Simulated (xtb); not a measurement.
AlH₂, SMILES [AlH2+], charge +1. All values are semi-empirical tight-binding results from xtb (GFN2-xTB unless named), good for trends rather than for accurate numbers. Geometry: GFN2-xTB. The multiplicity is an assumed one; other spin states were not compared. The isomer is the one that the SMILES or the coordinates give; other isomers of the formula were not compared.

For metal compounds this method's bond lengths and energies can be far off.

Computed properties:
```
Quantity                                      Result
-------------------------------------  -------------
point group as xtb finds it                      D∞h
orbital gap                                  2.37 eV
zero-point energy                       6.9 kcal/mol
G − E(el) at 298.15 K (modified RRHO)  -4.5 kcal/mol
```
